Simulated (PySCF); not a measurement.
BH2N, SMILES N=B.

Coordinates come from a B3LYP-D3(BJ)/def2-TZVPD optimisation.

Two levels are set side by side: TDA-PBE/def2-TZVPD (PySCF) and EOM-CCSD/aug-cc-pVDZ (PySCF). Vertical, same geometry; the bases differ. Differences are taken from unrounded values.

```tsv
quantity	TDA-PBE
lowest singlet excitation (eV)	6.93
lowest triplet excitation (TDA for PBE) (eV)	5.82
```

### Question
These are the TDA-PBE values. What does EOM-CCSD give? (Estimate from the structure and the level; the computed values follow.)

### Answer

```tsv
quantity	EOM-CCSD	TDA-PBE minus EOM-CCSD
lowest singlet excitation (eV)	7.33	-0.40
lowest triplet excitation (TDA for PBE) (eV)	6.07	-0.25
```

Functionals without exact exchange tend to place singlet excitations lower, as here. Differences between two approximate levels are no errors against the true value.

Rough cost on one machine, each run with all the roots and properties that it gave: EOM-CCSD against TDA-PBE about 3 times.
